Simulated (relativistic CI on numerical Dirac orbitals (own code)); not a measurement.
# Line list: Electric-dipole lines, Ni¹⁸⁺

Calculated at this level of theory: Dirac-Coulomb-Breit CI, orbitals from a KLI potential per configuration, model QED, unscaled Slater integrals (own radial code, finite nucleus).

Configuration list (outside the closed core 1s2): 2s²2p⁶, 2s²2p⁵3s, 2s²2p⁵3p, 2s²2p⁵3d, 2s2p⁶3s, 2s2p⁶3p, 2s2p⁶3d, 2s²2p⁵4s, 2s²2p⁵4p, 2s²2p⁵4d, 2s²2p⁵4f, 2s2p⁶4s, 2s²2p⁴3s², 2s2p⁶4p, 2s²2p⁴3s3p, 2s2p⁶4d. Levels of other configurations are missing.

```csv
λ vac (Å),Lower,Upper,A (s⁻¹),log gf,S velocity/length
12.428,2s²2p⁶ ¹S0 [1],2s²2p⁵3d ¹P°1 [27],3.55e+13,0.39,0.96
12.659,2s²2p⁶ ¹S0 [1],2s²2p⁵3d ³D°1 [23],1.12e+13,-0.09,0.96
38.317,2s²2p⁵3s ³P°2 [2],2s²2p⁵4p ³D3 [42],3.76e+11,-0.24,1.00
40.783,2s²2p⁵3p ³D2 [7],2s²2p⁵4d ³F°3 [55],7.29e+11,0.10,0.99
41.181,2s²2p⁵3p ³D3 [8],2s²2p⁵4d ³F°4 [52],8.80e+11,0.30,1.00
41.283,2s²2p⁵3p ³D2 [14],2s²2p⁵4d ³F°3 [70],8.74e+11,0.19,1.00
41.434,2s²2p⁵3p ³P2 [10],2s²2p⁵4d ³D°3 [57],7.13e+11,0.11,0.99
47.018,2s²2p⁵3d ³P°1 [17],2s²2p⁵4f ³D2 [63],1.02e+12,0.23,0.98
47.354,2s²2p⁵3d ³P°2 [18],2s²2p⁵4f ³F3 [64],1.37e+12,0.51,0.99
47.448,2s²2p⁵3d ³F°4 [19],2s²2p⁵4f ³G5 [62],1.98e+12,0.87,1.00
47.524,2s²2p⁵3d ³F°2 [24],2s²2p⁵4f ³G3 [72],1.84e+12,0.64,1.00
47.603,2s²2p⁵3d ³F°3 [20],2s²2p⁵4f ¹G4 [61],1.74e+12,0.73,0.99
47.653,2s²2p⁵3d ³D°2 [25],2s²2p⁵4f ³D3 [74],1.83e+12,0.64,0.99
47.820,2s²2p⁵3d ¹F°3 [26],2s²2p⁵4f ³G4 [73],1.95e+12,0.78,0.99
47.857,2s²2p⁵3d ¹D°2 [21],2s²2p⁵4f ¹F3 [66],1.63e+12,0.59,0.99
48.086,2s²2p⁵3d ³D°3 [22],2s²2p⁵4f ³F4 [67],1.64e+12,0.71,0.99
49.277,2s²2p⁵3d ³D°1 [23],2s²2p⁵4f ¹D2 [65],1.15e+12,0.32,0.99
49.373,2s²2p⁵3d ¹P°1 [27],2s²2p⁵4f ³F2 [75],1.32e+12,0.38,0.98
253.63,2s²2p⁵3p ³D3 [8],2s²2p⁵3d ³F°4 [19],1.27e+10,0.04,1.12
305.29,2s²2p⁵3s ³P°2 [2],2s²2p⁵3p ³D3 [8],7.88e+09,-0.11,1.12
```

Terms are leading LS components. Brackets give the number of a level in order of energy, since labels repeat. The list gives strong lines, with weight on those to low levels, among the lowest 85 of 132 levels, so that lines to higher ones, which can be the strongest, are missing. Levels whose partners in the same complex of configurations lie outside the list can be far off, and so can their lines. Rates are taken at the computed energies, electric ones in the length gauge. A velocity-to-length ratio far from 1 marks an uncertain rate.

At this charge energies of transitions that change n are usually good to better than 1 %, and those within a shell (Δn = 0) to a few per cent.

**Question.** From the table, what is the radiative lifetime of 2s²2p⁵3d ¹P°1?

**Answer.** The listed rates from this level add up to about 3.55e+13 s⁻¹, 100 % of its decay; with all channels τ = 2.81e-14 s.

LS names give the leading component of a level, which can be under half, so a name can repeat, a term be missing and a line seem to break the LS rules.
